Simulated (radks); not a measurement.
Results of a calculation; reference values are marked as such.
Tb35+, 30 electrons, occupied as [Ar] 3d10 4s2.

Level of theory: scalar-relativistic Kohn-Sham, r2SCAN, spin-polarised, spherical densities, finite nucleus; meta-GGA in the generalised Kohn-Sham scheme; Fermi nuclear charge, rms radius 5.06 fm (a radial shooting solver on a logarithmic mesh with Libxc functionals).

Energy parts (hartree):
total: -11002.4554
kinetic: 11890.4730
electron-nucleus: -25139.7266
Hartree: 2451.0066
exchange-correlation: -204.2084

Orbitals (lengths in bohr, moments of r in powers of bohr; <r^-3> diverges for s and p1/2; r(90%) holds 90 % of the orbital's charge):
[
 {"orbital": "1s", "occ.": "2", "eigenvalue (hartree)": "-1961.784", "<r^-3>": "-", "<r^4>": "1.064e-06", "r(90%)": "0.0389"},
 {"orbital": "2s", "occ.": "2", "eigenvalue (hartree)": "-369.5037", "<r^-3>": "-", "<r^4>": "0.0001666", "r(90%)": "0.141"},
 {"orbital": "2p", "occ.": "6", "eigenvalue (hartree)": "-334.2195", "<r^-3>": "12150", "<r^4>": "0.0001248", "r(90%)": "0.131"},
 {"orbital": "3s", "occ.": "2", "eigenvalue (hartree)": "-120.3008", "<r^-3>": "-", "<r^4>": "0.005936", "r(90%)": "0.344"},
 {"orbital": "3p", "occ.": "6", "eigenvalue (hartree)": "-109.3117", "<r^-3>": "2677", "<r^4>": "0.006101", "r(90%)": "0.347"},
 {"orbital": "3d", "occ.": "10", "eigenvalue (hartree)": "-95.37387", "<r^-3>": "362.0", "<r^4>": "0.004635", "r(90%)": "0.326"},
 {"orbital": "4s", "occ.": "2", "eigenvalue (hartree)": "-56.78744", "<r^-3>": "-", "<r^4>": "0.08885", "r(90%)": "0.671"}
]

The highest occupied level is 4s at -1545.3 eV. The density falls to 0.001 e/bohr^3 at r = 1.08 bohr.
